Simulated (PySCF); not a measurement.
Choosing a molecule for a target property.

Species are written as SMILES; each is one conformer at its optimised geometry, gas phase, non-relativistic unless stated; the electronic structure was computed with PySCF and density fitting.

Dipoles, sizes and rotational constants follow the conformer. The torsions of the flexible species, by atom-mapped SMILES:
- `[CH2:1]=[CH:2][C:3]([CH:4]=[CH2:5])=[C:6]([CH3:7])[CH2:8][CH3:9]`: C1–C2–C3–C4 24°, C2–C3–C4–C5 42°, C3–C6–C8–C9 -95°
- `[CH2:1]=[CH:2]/[CH:3]=[C:4](\[CH3:5])[c:6]1[cH:7][cH:8][cH:9][o:10]1`: C1–C2–C3–C4 180°, C3–C4–C6–C7 180°
- `[CH3:1][C@@H:2]([CH2:3][SH:4])[CH2:5][SiH2:6][SiH3:7]`: C1–C2–C3–S4 70°, C1–C2–C5–Si6 175°, C2–C5–Si6–Si7 -165°, H–S4–C3–C2 -70°
- `[CH:1]#[C:2][CH2:3][P:4](=[CH2:5])([CH2:6][CH3:7])[CH2:8][CH3:9]`: C2–C3–P4–C5 -148°, C3–P4–C6–C7 -69°, C3–P4–C8–C9 -59°

The conformers of `CCP1CC(C)=C(C)C1` and `C[P@@]1(=O)CCc2ccccc21` aren't listed.

Question: Wanted: HOMO energy above -5.9 eV (PBE0/pcSseg-1) and HOMO–LUMO gap below 5.6 eV (PBE0/pcSseg-1), at GFN2-xTB geometries. Which candidate meets both?
A. `Cn1cncn1`
B. `C1C(=C(C)CP1CC)C`
C. `C#CCP(=C)(CC)CC`
D. `C=CC(C=C)=C(C)CC`
E. `C(=C)/C=C(/c1occc1)C`
F. `C[C@H](C[SiH2][SiH3])CS`
G. `c1cccc2[P@@](C)(CCc21)=O`

Answer: E. Computed values:
```
                 species  HOMO energy  HOMO–LUMO gap
                Cn1cncn1     -7.68 eV        7.83 eV
c1cccc2[P@@](C)(CCc21)=O     -7.34 eV        6.51 eV
 C[C@H](C[SiH2][SiH3])CS     -6.86 eV        7.03 eV
        C1C(=C(C)CP1CC)C     -6.45 eV        7.13 eV
        C=CC(C=C)=C(C)CC     -5.98 eV        5.33 eV
    C(=C)/C=C(/c1occc1)C     -5.74 eV        4.46 eV
         C#CCP(=C)(CC)CC     -5.17 eV        5.87 eV
```

Question: Wanted: dipole moment between 1.6 D and 3.3 D (PBE0/pcSseg-1) and smallest rotational constant above 0.6 GHz (GFN2-xTB), at GFN2-xTB geometries. Which candidate meets both?
A. `n1n(cnc1)C`
B. `C[C@@H](CS)C[SiH2][SiH3]`
C. `c1(/C(C)=C/C=C)ccco1`
D. `C=CC(C=C)=C(C)CC`
E. `CCP(=C)(CC#C)CC`

Answer: E. Computed values:
```
                 species  dipole moment  smallest rotational constant
        C=CC(C=C)=C(C)CC         0.72 D                     0.863 GHz
    c1(/C(C)=C/C=C)ccco1         1.04 D                     0.614 GHz
C[C@@H](CS)C[SiH2][SiH3]         2.07 D                     0.553 GHz
         CCP(=C)(CC#C)CC         3.08 D                     0.962 GHz
              n1n(cnc1)C         3.42 D                     2.790 GHz
```
